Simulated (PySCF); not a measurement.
Compound: C₉H₉N.
Cartesian coordinates in Å at the PBE0-D3(BJ)/def2-SVP level; atoms count from 1:
```
atom  x, y, z in Å
C1     4.1624    0.3060    0.2679
C2     3.0486   -0.3666    0.1295
C3     1.9362   -1.0415   -0.0220
C4     0.9140   -0.7781   -1.0980
C5    -0.4093   -0.3527   -0.5107
C6    -0.5840    0.9437   -0.0080
C7    -1.8104    1.2903    0.5459
C8    -2.8219    0.3319    0.5877
C9    -2.5478   -0.9312    0.0689
N10   -1.3768   -1.2687   -0.4667
H11    4.2091    1.2101    0.8847
H12    5.0863   -0.0160   -0.2249
H13    1.7022   -1.8419    0.6920
H14    0.7330   -1.6997   -1.6714
H15    1.2930   -0.0081   -1.7862
H16    0.2388    1.6611   -0.0527
H17   -1.9769    2.2957    0.9408
H18   -3.8020    0.5563    1.0132
H19   -3.3166   -1.7126    0.0855
```

Computed with PySCF at PBE0/pcSseg-1, non-relativistic, on one gas-phase PBE0-D3(BJ)/def2-SVP geometry that isn't relaxed in the solvent. The solvent is an IEF-PCM continuum (cavity from Bondi-type radii × 1.2). Specific hydrogen bonds and non-electrostatic terms are outside this model.

```json
{"run": "gas", "E − E(gas) (kJ/mol)": "0.00", "HOMO (eV)": "-7.15", "HOMO–LUMO gap (eV)": "6.33", "dipole (D)": "2.00"}
{"run": "P", "E − E(gas) (kJ/mol)": "-23.62", "HOMO (eV)": "-7.21", "HOMO–LUMO gap (eV)": "6.35", "dipole (D)": "2.85"}
{"run": "Q", "E − E(gas) (kJ/mol)": "-10.40", "HOMO (eV)": "-7.16", "HOMO–LUMO gap (eV)": "6.34", "dipole (D)": "2.33"}
```

Problem. The runs were made in acetonitrile and benzene. Which run belongs to which solvent?

Solution. P = acetonitrile, Q = benzene. The dielectric constants are 2.271 (benzene), 35.69 (acetonitrile), and the energy falls further as ε rises. In this model the ground state sees the solvent through ε alone.

Problem. How constant is the ratio of the lowering to (ε − 1)/(2ε + 1)?

Solution. 
```tsv
solvent	(ε − 1)/(2ε + 1)	E − E(gas) (kJ/mol)	ratio (kJ/mol)	polarisation term (kJ/mol)
benzene	0.229	-10.40	-45.4	-11.04
acetonitrile	0.479	-23.62	-49.3	-27.27
```

The ratio changes by +8.6 % in size from benzene to acetonitrile. The polarisation term is half the interaction of the solute with the induced surface charges.

Hardware: one thread, Arm Neoverse V2, no GPU, on a shared host. Cost: 31 s wall. This is the whole shielding run at PBE0/pcSseg-1 in acetonitrile, SCF included.
